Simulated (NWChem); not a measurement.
Molecule: MgHI; SMILES [MgH][I]

```xyz
3

Mg     0.0000     0.0000    -1.9978
H      0.0000     0.0000    -3.6851
I      0.0000     0.0000     0.5711
```
Atoms are numbered in this order, from 1.

Coordinates come from a PBE0/def2-SVP optimisation. No frequency run checked for a minimum. def2 effective core potentials on I; no spin-orbit coupling.

Problem. List the 4 lowest vertical singlet excitations from PBE/def2-SVPD with def2 effective core potentials on I, TDA (NWChem).

Solution. 
```csv
state,energy (eV),oscillator strength,leading excitation (squared amplitude)
S1,4.71,0.045,HOMO → LUMO (0.99)
S2,4.71,0.045,HOMO−1 → LUMO (0.99)
S3,5.02,0.000,HOMO−1 → LUMO+2 (0.49)
S4,5.03,0.000,HOMO−1 → LUMO+1 (0.42)
```
